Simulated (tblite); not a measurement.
Species: C2H8P2Si2.
Atom-mapped SMILES: `[CH2:1]=[CH:2][SiH:3]1[PH:4][SiH2:5][PH:6]1` (hydrogens: H7, H8 on C1; H9 on C2; H10 on Si3; H11 on P4; H12, H13 on Si5; H14 on P6)

Computed with GFN2-xTB (tblite), gas phase: Langevin dynamics at 200 K from the optimised GFN2-xTB geometry, time step 0.5 fs, friction 0.01 fs⁻¹, 2000 steps.

Start geometry:
```
atom  x, y, z in Å
C1      2.495   -0.621   -0.400
C2      2.040    0.251    0.484
Si3     0.298    0.190    1.188
P4     -0.990    1.869    0.336
Si5    -2.204    0.141   -0.486
P6     -0.862   -1.528    0.251
H7      1.877   -1.436   -0.748
H8      3.492   -0.571   -0.810
H9      2.679    1.058    0.818
H10     0.281    0.168    2.658
H11    -1.746    2.029    1.482
H12    -3.564    0.080    0.048
H13    -2.195    0.180   -1.946
H14    -1.603   -1.807    1.383
```

The statistics below take the 31 frames saved every 25 fs from 250 to 1000 fs; their kinetic temperature (all 3N coordinates) averages 208 K.

**Question.** How do the bond lengths spread?

**Answer.** 
| bond | start (Å) | mean (Å) | standard deviation (Å) | shortest (Å) | longest (Å) |
| --- | --- | --- | --- | --- | --- |
| C1=C2 | 1.323 | 1.322 | 0.013 | 1.297 | 1.352 |
| C2–Si3 | 1.880 | 1.885 | 0.031 | 1.827 | 1.950 |
| Si3–P4 | 2.281 | 2.295 | 0.061 | 2.205 | 2.433 |
| P4–Si5 | 2.266 | 2.275 | 0.044 | 2.201 | 2.354 |
| Si5–P6 | 2.265 | 2.269 | 0.036 | 2.202 | 2.353 |
| Si3–P6 | 2.275 | 2.283 | 0.044 | 2.176 | 2.355 |
| C1–H7 | 1.081 | 1.082 | 0.023 | 1.039 | 1.133 |
| C1–H8 | 1.079 | 1.085 | 0.029 | 1.033 | 1.150 |
| C2–H9 | 1.082 | 1.086 | 0.022 | 1.041 | 1.129 |
| Si3–H10 | 1.470 | 1.475 | 0.033 | 1.412 | 1.554 |
| P4–H11 | 1.383 | 1.386 | 0.029 | 1.336 | 1.449 |
| Si5–H12 | 1.462 | 1.465 | 0.017 | 1.432 | 1.497 |
| Si5–H13 | 1.461 | 1.467 | 0.032 | 1.408 | 1.525 |
| P6–H14 | 1.382 | 1.385 | 0.021 | 1.334 | 1.419 |

**Question.** Give the same statistics for bond angles, one of each kind among heavy atoms.

**Answer.** 
```csv
angle,start (°),mean (°),standard deviation (°),smallest (°),largest (°)
C1–C2–Si3,123.2,122.8,3.7,113.9,130.9
C2–Si3–P4,111.1,111.9,5.0,101.3,119.5
C2–Si3–P6,110.0,109.6,3.3,103.3,116.1
P4–Si3–P6,96.6,96.3,2.9,88.8,100.8
Si3–P4–Si5,82.9,82.7,2.3,79.1,87.0
P4–Si5–P6,97.3,97.2,2.8,92.0,102.7
```

The run is classical and short, so these are rough statistics of one trajectory.

What follows is the cost of the whole dynamics run. The run took 20 s on an AMD EPYC 7B13 with one thread, no GPU, shared host with 128 logical CPUs at a one-minute load of 13, and the process peaked at 0.18 GiB of memory.
